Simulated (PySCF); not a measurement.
Simulated outer-valence photoelectron spectrum of `F[SiH](F)Br`. Method: EOM-IP-CCSD/aug-cc-pVDZ in PySCF, restricted Hartree–Fock reference, 16 core orbitals frozen, non-relativistic, gas phase, PBE0-D3(BJ)/def2-SVP geometry.

Each root has a Gaussian of 0.8 eV full width with its one-hole share as area; cross sections and vibrations are left out, and the highest printed point is 100.

(ionisation energy (eV), intensity): (10.8, 1), (11.0, 5), (11.2, 18), (11.4, 45), (11.6, 80), (11.8, 100), (12.0, 89), (12.2, 56), (12.4, 26), (12.6, 13), (12.8, 18), (13.0, 33), (13.2, 48), (13.4, 49), (13.6, 35), (13.8, 18), (14.0, 7), (14.2, 3), (14.4, 4), (14.6, 13), (14.8, 30), (15.0, 54), (15.2, 75), (15.4, 88), (15.6, 94), (15.8, 91), (16.0, 79), (16.2, 59), (16.4, 44), (16.6, 45), (16.8, 62), (17.0, 81), (17.2, 85), (17.4, 70), (17.6, 44), (17.8, 21), (18.0, 7), (18.2, 2), (18.4, 0)

Q: Where are the maxima, and how many lines lie under the curve?

A: 4 maxima, at 11.8, 13.3, 15.6 and 17.1 eV, from 8 lines. At this width some lines have no maximum of their own.

Q: List the lines with their holes.

A: 
```tsv
E (eV)	leading hole (HF orbital)	area	Koopmans (eV)
11.81	HOMO	0.96	12.33
11.86	HOMO-1	0.96	12.41
13.31	HOMO-2	0.96	14.06
15.17	HOMO-3	0.94	16.47
15.62	HOMO-4	0.94	18.05
16.03	HOMO-5	0.94	18.50
16.97	HOMO-6	0.94	19.24
17.33	HOMO-7	0.94	19.50
```

The widest gap, 1.86 eV, lies between 13.31 and 15.17 eV. Only orbitals with −ε under 21 eV, eight at most, were ionised, so the high end of the curve may lack lines.
